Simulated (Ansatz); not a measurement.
A nudged elastic band was laid between two geometries of C2H8AlFOSi (14 atoms, charge 0, multiplicity 1).

All numbers below come from Ansatz, RKS PBE-D4/STO-3G.

```json
{
 "movable images": "3",
 "climbing image": "yes",
 "spring": "5.0 eV/Å²",
 "optimiser": "quadratic models (default)",
 "start path": "through a guess of the saddle point",
 "force threshold": "0.03 eV/Å",
 "iteration limit": "60",
 "end points": "relaxed"
}
```

Initial state:

```xyz
14
Properties=species:S:1:pos:R:3
C -1.516 1.308 -0.079
O -2.293 0.100 0.133
Si -1.169 -1.253 0.366
F -2.069 -2.535 -0.190
Al 0.794 -0.677 -0.762
C 2.309 -0.011 0.217
H -2.182 2.097 -0.502
H -1.049 1.734 0.851
H -0.652 1.182 -0.815
H -1.053 -1.470 1.825
H 0.925 -0.882 -2.259
H 2.085 0.247 1.265
H 3.122 -0.759 0.238
H 2.735 0.891 -0.258
```

Final state:

```xyz
14
Properties=species:S:1:pos:R:3
C -1.474 1.375 0.514
O -1.905 0.402 -0.488
Si -1.215 -1.170 -0.074
F -2.037 -2.154 -1.135
Al 1.108 -1.320 -0.236
C 2.200 0.243 -0.492
H -1.931 2.357 0.250
H -1.801 1.129 1.560
H -0.362 1.533 0.555
H -1.703 -1.489 1.290
H 1.788 -2.672 -0.120
H 1.685 1.047 -1.045
H 2.498 0.674 0.482
H 3.135 0.017 -1.032
```

**Question.** Which bonds break or form, and what moves?

**Answer.** No bond is made or broken. The dihedral H10–Si3–Al5–C6 goes from -18 to -111°.

**Question.** What energy profile does the band end with?

**Answer.** It converged. The highest image is number 4 of 0 to 4, 0.022 eV above the first end and 0.000 eV above the last; the last end lies 0.022 eV above the first. The highest image is an end point: on this band no image between the ends rises above it. So few images can step over the top or miss a turn of the path. Limits of this set-up: minimal basis.

```
image  path coordinate (Å)  energy (eV)  dihedral H10–Si3–Al5–C6 (°)
    0                 0.00        0.000                          -18
    1                 1.52        0.015                          -39
    2                 3.04        0.014                          -60
    3                 4.55        0.019                          -84
    4                 6.03        0.022                         -111
```

Time of the run: 83 s on 1 thread of Arm Neoverse V1, on a shared host, peak memory 0.11 GiB.
